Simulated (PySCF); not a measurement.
# Static response to an electric field

C₅H₉FSi.
Numbering: `[CH3:1][C:2]1=[CH:3][Si@H:4]([F:5])[CH2:6][CH2:7]1` (hydrogens: H8, H9, H10 on C1; H11 on C3; H12 on Si4; H13, H14 on C6; H15, H16 on C7)

Geometry (GFN2-xTB, Å), atoms numbered from 1 in this order:
```
atom  x, y, z in Å
C1     2.228    0.385    0.142
C2     0.742    0.282    0.037
C3    -0.114    1.290    0.218
Si4   -1.883    0.740    0.002
F5    -2.816    1.014    1.300
C6    -1.350   -1.082   -0.090
C7     0.168   -1.061   -0.328
H8     2.593   -0.259    0.943
H9     2.695    0.052   -0.786
H10    2.536    1.407    0.346
H11    0.233    2.284    0.451
H12   -2.675    1.284   -1.090
H13   -1.850   -1.661   -0.863
H14   -1.566   -1.574    0.858
H15    0.379   -1.242   -1.386
H16    0.673   -1.851    0.234
```

Level: CAM-B3LYP/def2-SVPD (PySCF), static field, nuclei fixed, core orbitals frozen in the response. The polarisability tensor in these axes (au):

```
x   95.62 -6.98  0.53
y   -6.98 81.28  2.74
z    0.53  2.74 63.87
```

Diagonalise the tensor; give its mean and Δα, where Δα² is half the sum of the squared differences of the eigenvalues.

Principal values 63.36, 78.95 and 98.47 au; mean 80.26 au = 11.89 Å³ = 13.23 × 10⁻⁴⁰ C²·m²/J; Δα = 30.47 au (38 % of the mean).

What is the dipole moment, and where does it point?

(2.16, -0.99, -1.34) D, 2.72 D in size, pointing from the negative to the positive side. Measured along this direction, the outermost atoms are F5 at the negative end and H9 at the positive end.

What depolarisation ratio follows for Rayleigh scattering of linearly polarised light, taking the static tensor?

ρ = 3Δα²/(45ᾱ² + 4Δα²) = 2784.7/(289868 + 3713.0) = 0.00949.

Find the Langevin capture rate constant for NH4+ (18.034 u) meeting this molecule (116.046 u), k = 2.342 × 10⁻⁹ cm³/s × √(α in Å³ / reduced mass in u).

The reduced mass is 15.61 u, so k = 2.04 × 10⁻⁹ cm³/s. The formula leaves out the permanent dipole, which adds to the capture rate.

Sum over states: ᾱ = Σ f/ω², ω in Eh. What share falls to these 8 lowest TDDFT singlets (eV, f)? 6.54, 0.1913; 6.82, 0.0527; 7.13, 0.0534; 7.50, 0.0225; 7.64, 0.0017; 8.04, 0.0316; 8.09, 0.0016; 8.27, 0.0046.

They add up to 5.68 au, 7.1 % of the 80.26 au; the largest single term is 3.31 au, from the state at 6.54 eV. Terms in order: 3.31, 0.84, 0.78, 0.30, 0.02, 0.36, 0.02, 0.05 au. Higher excitations give the rest. The strengths listed sum to 0.359.

What would n − 1 = 2πNα be for an ideal gas of these molecules at 500 K and 1 atm, electronic part alone?

N = p/kT = 1.4678 × 10¹⁹ cm⁻³, so n − 1 = 2π × N × 11.89 × 10⁻²⁴ cm³ = 1097 × 10⁻⁶ at long wavelengths.

Orientational against electronic polarisability at 298 K (dilute gas, rigid molecules)?

In Gaussian units μ²/3kT = 60.05 Å³ against 11.89 Å³, a ratio of 5.05; the Debye molar polarisation (4π/3)N_A(α + μ²/3kT) is 181.5 cm³/mol, leaving out the vibrational part.

Isolated species at its GFN2-xTB geometry (one conformer only).
